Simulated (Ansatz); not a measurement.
One change: `C[S][GeH]([F])[F]` becomes `C[S][Ge]([CH3])([F])[F]`.

Ansatz, PBE0-D4/def2-TZVP geometries, multiplicity 1. Each molecule was computed in one conformer, which needn't be the lowest.

Scalar relativity is left out up to krypton.

```
                                          property  `C[S][GeH]([F])[F]`
size of the dipole moment (ωB97M-V/def2-TZVPP) / D                 3.41
                HOMO energy (PBE0/def2-TZVPP) / eV                -7.65
  size of the dipole moment (B3LYP/def2-TZVPP) / D                 3.44
                 HOMO energy (PBE/def2-TZVPP) / eV                -6.38
               HOMO energy (B3LYP/def2-TZVPP) / eV                -7.41
               HOMO–LUMO gap (PBE/def2-TZVPP) / eV                 4.90
```

Task: What does the change do to each property? (Best estimate.)

Result: Computed: 
```csv
property,`C[S][Ge]([CH3])([F])[F]`,shift
size of the dipole moment (ωB97M-V/def2-TZVPP) / D,3.74,0.33
HOMO energy (PBE0/def2-TZVPP) / eV,-7.41,0.24
size of the dipole moment (B3LYP/def2-TZVPP) / D,3.76,0.32
HOMO energy (PBE/def2-TZVPP) / eV,-6.13,0.25
HOMO energy (B3LYP/def2-TZVPP) / eV,-7.17,0.24
HOMO–LUMO gap (PBE/def2-TZVPP) / eV,4.94,0.04
```

With PBE0 the HOMO rises by 0.24 eV and the LUMO rises by 0.30 eV, so the gap widens by about 0.06 eV. PBE moves the HOMO by 0.25 eV and ωB97M-V by 0.24 eV. The zero-point energy changes by 75.5 kJ/mol with +9 modes. Dipoles are sizes alone; their direction can turn.

B3LYP here is the variant with VWN-RPA as its local correlation; programs differ in this.
